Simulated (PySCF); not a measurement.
## How methods differ on the ionisation energy of Zr⁺

Zr⁺ [Kr] 4d2 5s1 (4F) → Zr²⁺ [Kr] 4d2 (3F), as a difference of total energies. All numbers are calculated (PySCF 2.14, scalar relativity by spin-free X2C-1e, in aug-cc-pVTZ-DK (9s8p6d3f2g, 102 functions)). Correlated levels: valence: [Kr] frozen. The calculations carry no spin-orbit coupling.

```tsv
method	ionisation energy (eV)
UHF	12.279
MP2 (valence)	12.511
SCS-MP2 (valence)	12.356
CCSD (valence)	12.583
CCSD(T) (valence)	12.587
```

Problem. How much does correlation contribute at CCSD(T) (valence)?

Solution. 12.587 − (12.279) = 0.308 eV, measured against UHF.

A first-order spin-orbit estimate (lowest level to lowest level, LS coupling) adds -0.010 eV.

Errors of the correlated levels include the incompleteness of this basis and the frozen core.

For comparison: 13.13 eV (measured; NIST Atomic Spectra Database, ionization energies).
